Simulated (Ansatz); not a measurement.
Isolated molecules relaxed with PBE0-D4/def2-TZVP in Ansatz; ΔE leaves out vibrations. CCSD(T)/CBS is the MP2 limit (def2-TZVPP, def2-QZVPP) plus CCSD(T) − MP2 in def2-TZVPP, frozen cores. DFT in def2-TZVPP. B3LYP here is the variant with VWN-RPA as its local correlation; programs differ in this. Each species was taken in one conformer, which may not be the lowest.

`CC1=C(C)CCC1` + `CC(N)F` → `CNC(C)F` + `CC1=CCCC1`  (substitution at a C–C bond)

```json
{"level": "PBE-D4", "ΔE (kcal/mol)": "10.5", "difference from CCSD(T)/CBS": "0.2"}
{"level": "r2SCAN-D4", "ΔE (kcal/mol)": "10.4", "difference from CCSD(T)/CBS": "0.1"}
{"level": "PBE0-D4", "ΔE (kcal/mol)": "10.7", "difference from CCSD(T)/CBS": "0.4"}
{"level": "B3LYP-D4", "ΔE (kcal/mol)": "10.0", "difference from CCSD(T)/CBS": "-0.3"}
{"level": "ωB97X-V", "ΔE (kcal/mol)": "9.7", "difference from CCSD(T)/CBS": "-0.6"}
{"level": "ωB97M-V", "ΔE (kcal/mol)": "10.1", "difference from CCSD(T)/CBS": "-0.2"}
{"level": "B2PLYP", "ΔE (kcal/mol)": "9.7", "difference from CCSD(T)/CBS": "-0.6"}
{"level": "PBE", "ΔE (kcal/mol)": "9.9", "difference from CCSD(T)/CBS": "-0.4"}
{"level": "r2SCAN", "ΔE (kcal/mol)": "10.2", "difference from CCSD(T)/CBS": "-0.1"}
{"level": "PBE0", "ΔE (kcal/mol)": "10.1", "difference from CCSD(T)/CBS": "-0.2"}
{"level": "B3LYP", "ΔE (kcal/mol)": "9.1", "difference from CCSD(T)/CBS": "-1.2"}
{"level": "HF/def2-TZVPP", "ΔE (kcal/mol)": "8.2", "difference from CCSD(T)/CBS": "-2.1"}
{"level": "MP2/def2-TZVPP", "ΔE (kcal/mol)": "11.2", "difference from CCSD(T)/CBS": "0.9"}
{"level": "SCS-MP2/def2-TZVPP", "ΔE (kcal/mol)": "10.2", "difference from CCSD(T)/CBS": "-0.1"}
{"level": "CCSD/def2-TZVPP", "ΔE (kcal/mol)": "9.9", "difference from CCSD(T)/CBS": "-0.4"}
{"level": "CCSD(T)/def2-TZVPP", "ΔE (kcal/mol)": "10.2", "difference from CCSD(T)/CBS": "-0.1"}
{"level": "HF/def2-QZVPP", "ΔE (kcal/mol)": "8.2", "difference from CCSD(T)/CBS": "-2.1"}
{"level": "MP2/def2-QZVPP", "ΔE (kcal/mol)": "11.3", "difference from CCSD(T)/CBS": "1.0"}
{"level": "SCS-MP2/def2-QZVPP", "ΔE (kcal/mol)": "10.3", "difference from CCSD(T)/CBS": "0.0"}
{"level": "HF/CBS(def2)", "ΔE (kcal/mol)": "8.2", "difference from CCSD(T)/CBS": "-2.1"}
{"level": "MP2/CBS(def2)", "ΔE (kcal/mol)": "11.4", "difference from CCSD(T)/CBS": "1.1"}
{"level": "CCSD/CBS(def2)", "ΔE (kcal/mol)": "10.0", "difference from CCSD(T)/CBS": "-0.3"}
{"level": "CCSD(T)/CBS", "ΔE (kcal/mol)": "10.3", "difference from CCSD(T)/CBS": "0"}
```

Largest T1 diagnostic among the species: 0.010.

The D4 term adds +0.9 kcal/mol with B3LYP and +0.5 kcal/mol with PBE0; it sums over pairs of atoms, weighted by their polarisabilities, and B3LYP, whose exchange is more repulsive, gets the larger term. In def2-TZVPP, CCSD(T) changes the Hartree–Fock value by +1.9 kcal/mol (the triples alone add +0.2 kcal/mol) and MP2 by +3.0 kcal/mol.
